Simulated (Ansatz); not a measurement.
This geometry of Cl3HOSn + ClH (8 atoms, charge 0, multiplicity 1) is a first-order saddle point.

All numbers below come from RKS B3LYP-D4/def2-SVP (Ansatz 0.2.0).

```xyz
8
Properties=species:S:1:pos:R:3
Sn 0.098 -0.218 -0.043
O 0.074 -0.133 2.018
H -0.712 0.233 2.457
Cl 2.138 0.373 -1.003
Cl -1.258 1.698 -0.297
Cl -1.176 -1.866 -1.106
Cl 1.396 -2.323 1.334
H 0.682 -1.307 2.113
```

**Question.** Which two structures does it join? (They come from a converged band through this point; their orientation in space is the band's.)

**Answer.** Bonds broken: Cl7–H8. Bonds formed: Sn1–Cl7, O2–H8. Cl3HOSn + ClH becomes Cl4H2OSn.

Initial state:

```xyz
8
Properties=species:S:1:pos:R:3
Sn -0.096 0.022 -0.081
O -0.051 -0.177 1.900
H -0.659 0.433 2.347
Cl 2.045 0.392 -0.910
Cl -1.412 1.931 -0.437
Cl -1.127 -1.799 -1.101
Cl 1.615 -2.645 1.584
H 0.927 -1.701 2.173
```

Final state:

```xyz
8
Properties=species:S:1:pos:R:3
Sn 0.534 -0.190 -0.065
O -0.618 -0.482 2.093
H -1.336 -1.116 1.928
Cl 1.672 -0.092 -2.129
Cl 0.040 2.060 0.340
Cl -1.282 -1.600 -0.644
Cl 2.210 -1.183 1.289
H 0.021 -0.941 2.663
```

**Question.** How far does it lie above each of them?

**Answer.** 4.0 kcal/mol above the first and 24.2 kcal/mol above the second. This is the barrier of this one path; another mechanism may lie lower. The orbitals stay closed-shell, which can raise the energy where a bond breaks towards radicals; this wasn't checked here.

Run time: 6.1 min on 4 threads of AMD EPYC 7R43 64-Core Processor (Zen 3), on a shared host, peak memory 0.4 GiB.
